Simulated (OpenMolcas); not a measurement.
**4d ions of charge +4 along the row**

| Quantity | Value |
| --- | --- |
| Program | OpenMolcas 26.06 |
| Method | XMS-CASPT2, IPEA 0.25 Eh, imaginary shift 0.1 Eh |
| Basis | ANO-RCC-VTZP |
| Scalar Hamiltonian | DKH2, point nucleus |
| Spin-orbit coupling | RASSI with atomic mean-field integrals over the reference wave functions, term energies averaged over their components |

Active space: the 4d shell; CASPT2 also correlates the outermost closed s and p core shells.

B and C come from two terms' centres of gravity (d2, d8: 3P = 15B, 1G = 12B + 2C; d3, d7: 4P = 15B, 2G = 4B + 3C; d4, d6: 3G = 9B + 4C, 3H = 4B + 4C; d5: 4D = 17B + 5C, 4G = 10B + 5C, above the ground term), where all their levels are at least 80 % pure. ζ = ±2S·A comes from the whole width of the ground multiplet by E(J) = (A/2) J(J+1), where its levels are at least 85 % pure. Energies in cm-1.

```
 Ion  Configuration  Lowest level  Weight (%)    B  B measured     C  C measured     ζ  ζ measured
Mo4+            4d²           ³F₂          98  738         711  3096        2930   929         959
Tc4+            4d³        ⁴F_3/2          99  707              3239              1098            
Ru4+            4d⁴           ⁵D₀          97                                     1388            
Rh4+            4d⁵        ⁶S_5/2          99                                                     
Pd4+            4d⁶           ⁵D₄          97                                     1713            
Ag4+            4d⁷        ⁴F_9/2          97                                     1957        2028
```

Measured columns use the levels in Sugar and Musgrove, J. Phys. Chem. Ref. Data 17, 155 (1988) (Mo4+); the list in Gamrath, thesis, University of Mons (2023) (Ag4+).

The computed ζ goes from 929 (Mo4+) to 1957 cm-1 (Ag4+), a factor of 2.11, rising at every step. It departs from the measured column by -3 to -3 %.

Term energies are means over components that CASPT2 splits; among the low terms the widest spread is 2300 cm-1 (4d⁵ ²I, Rh4+). The CASPT2 spread within a term exceeds the gap to the next term for 4d³ ²H and 4d³ ²D(1), so the order of their levels is uncertain (figures for Tc4+; the like holds for Ru4+, Rh4+, Pd4+). Computed and measured levels are paired by configuration, term and J; levels that our copy of the source lacks, or whose pairing is in doubt (as where it misses far off the trend of its configuration), stay unpaired and out of the deviations. Only configurations of the active space appear.

A number in round brackets counts repeated terms of one configuration in the order of the reference energies.
